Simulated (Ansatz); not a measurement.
Computed with Ansatz on PBE0-D4/def2-TZVP structures; ΔE is electronic, products minus reactants. CBS: MP2 limit from def2 TZ/QZ plus the TZ coupled-cluster correction, frozen cores. DFT in def2-TZVPP. B3LYP here is the variant with VWN-RPA as its local correlation; programs differ in this. One conformer a species, not always the lowest.

`F[SiH2]O[SiH](F)F` + `NC(O)O` → `NC(O)(O)[SiH2]F` + `O[SiH](F)F`  (formal exchange of groups at the Si–O bond)

`F[SiH2]O[SiH](F)F`:

Cartesian coordinates in Å:
```
F -0.142 -1.711 -1.859
Si 0.890 -0.875 -0.984
O 0.095 -0.250 0.290
Si -0.849 0.810 1.038
F -1.282 1.947 0.029
F -0.022 1.501 2.192
H 1.919 -1.804 -0.479
H 1.429 0.208 -1.830
H -2.039 0.173 1.603
```

`NC(O)O`:

Z-matrix (Å, degrees):
```
C
O 1 1.398
O 1 1.390 2 112.8
N 1 1.431 2 105.1 3 -119.8
H 1 1.101 2 110.0 3 116.0
H 2 0.961 1 107.2 3 -57.5
H 3 0.966 1 105.7 2 -72.1
H 4 1.011 1 110.6 2 -44.7
H 4 1.011 1 110.7 2 -166.0
```

`NC(O)(O)[SiH2]F`:

```xyz
12

N    -0.963   -0.162    1.118
C     0.017    0.330    0.188
O     1.146    0.615    0.976
O    -0.386    1.462   -0.537
Si    0.305   -1.123   -1.012
F     1.397   -0.717   -2.115
H    -0.816    0.216    2.046
H    -1.901    0.029    0.795
H     1.848    0.906    0.386
H    -0.539    2.174    0.099
H     0.851   -2.258   -0.239
H    -0.959   -1.472   -1.703
```

`O[SiH](F)F`:

Z-matrix (Å, degrees):
```
Si
F 1 1.584
F 1 1.584 2 105.5
O 1 1.614 2 111.2 3 -120.7
H 1 1.463 2 110.2 3 118.9
H 4 0.958 1 120.9 2 58.5
```

| species | B3LYP-D4 energy (Eh) |
| --- | --- |
| `F[SiH2]O[SiH](F)F` | -956.09866 |
| `NC(O)O` | -246.43649 |
| `NC(O)(O)[SiH2]F` | -636.51245 |
| `O[SiH](F)F` | -565.96370 |

Question: Work out ΔE.

Answer: ΔE = (-636.51245) + (-565.96370) − (-956.09866) − (-246.43649) = 0.05900 Eh = +1.61 eV. CCSD(T)/CBS gives +1.64 eV.

Largest T1 diagnostic among the species: 0.012.

From PBE to PBE0 (25 % exact exchange), in def2-TZVPP and without D4, ΔE moves by +0.12 eV. The D4 term adds −0.04 eV with B3LYP and −0.02 eV with PBE0; it sums over pairs of atoms, weighted by their polarisabilities, and B3LYP, whose exchange is more repulsive, gets the larger term. In def2-TZVPP, CCSD(T) changes the Hartree–Fock value by −0.32 eV (the triples alone add −0.05 eV) and MP2 by −0.31 eV.
